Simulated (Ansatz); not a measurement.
Input for Ansatz (an electronic-structure program): R-CCSD(T)/aug-cc-pVDZ on B2H6O2 (a complex).

Ansatz 0.2 input:
```yaml
crystal:
  periodic: [false, false, false]
  atoms:
    - {symbol: B, position_ang: [-0.78249207, 0.03356036, -0.55957221]}
    - {symbol: O, position_ang: [-0.05463652, 0.10726250, 0.58399616]}
    - {symbol: H, position_ang: [-1.92537720, -0.27307727, -0.44197787]}
    - {symbol: H, position_ang: [-0.26913211, 0.27111895, -1.61051570]}
    - {symbol: H, position_ang: [0.86929821, 0.35718925, 0.46689350]}
    - {symbol: B, position_ang: [0.86518506, -0.01031979, 3.86085167]}
    - {symbol: O, position_ang: [-0.36587869, -0.26582074, 3.38855832]}
    - {symbol: H, position_ang: [1.04312905, -0.09013156, 5.03834498]}
    - {symbol: H, position_ang: [1.75612823, 0.28984613, 3.10975540]}
    - {symbol: H, position_ang: [-0.42930763, -0.18001223, 2.42238847]}
basis:
  gaussian:
    orbitals: aug-cc-pVDZ
magnetization: {spin_polarized: false}
correlation: {method: ccsd_t, electrons: outside_noble_gas}
scf: {lower_state_search: off}
```

Output:

```
WARN ansatz: RAYON_NUM_THREADS=1 ignored (pool sized by the plan → 1); use --threads N
Functional definition: HF
these checks for a lower state are left out or cut short: stability, starts, cluster_reference, orbital_swaps, neighbouring_geometries, increment
integrals: 0.38 GiB planned
1396 factors; integrals over basis functions are off by at most 7.2e-4 eV
mean field: 0.37 GiB planned
mean field evaluation 1: about -5511.3868 eV, gradient 4.4e1 eV
mean field evaluation 2: about -5511.3851 eV, gradient 4.4e1 eV
mean field evaluation 4: about -5515.3046 eV, gradient 3.4e0 eV
mean field evaluation 8: about -5515.3441 eV, gradient 1.4e-1 eV
mean field -5515.34414569 eV, -202.6851589194 hartree, gradient 1.3e-6 eV, S^2 0.000000; 0 other end points of the search recorded, 0 dependent functions left out
4 core orbitals not correlated
reference -5515.34414569 eV, -202.6851589194 hartree; 12, 12 occupied and 130, 130 virtual orbitals, 1396 factors
second order -16.09597228 eV of doubles, -0.00000000 eV of singles
coupled cluster: 1.23 GiB planned
cycle   1  -16.62996944 eV  change   -5.3e-1 eV  update   1.0e-1
cycle   2  -17.08608003 eV  change   -4.6e-1 eV  update   2.9e-2
cycle   3  -17.21254498 eV  change   -1.3e-1 eV  update   1.7e-2
cycle   4  -17.20177685 eV  change    1.1e-2 eV  update   4.9e-3
cycle   5  -17.20116429 eV  change    6.1e-4 eV  update   2.0e-3
cycle   6  -17.20204411 eV  change   -8.8e-4 eV  update   5.5e-4
cycle   7  -17.20171881 eV  change    3.3e-4 eV  update   1.6e-4
cycle   8  -17.20164004 eV  change    7.9e-5 eV  update   4.8e-5
cycle   9  -17.20165198 eV  change   -1.2e-5 eV  update   1.6e-5
perturbative correction -0.46464866 eV, -0.0170755233 hartree
Total energy: -5533.01044632 eV, -203.3343834932 hartree
Checks for a lower state left out: stability, starts, cluster_reference, orbital_swaps, neighbouring_geometries, increment
```

The calculation finished and met its thresholds.

Cost: very roughly 23 core-seconds.
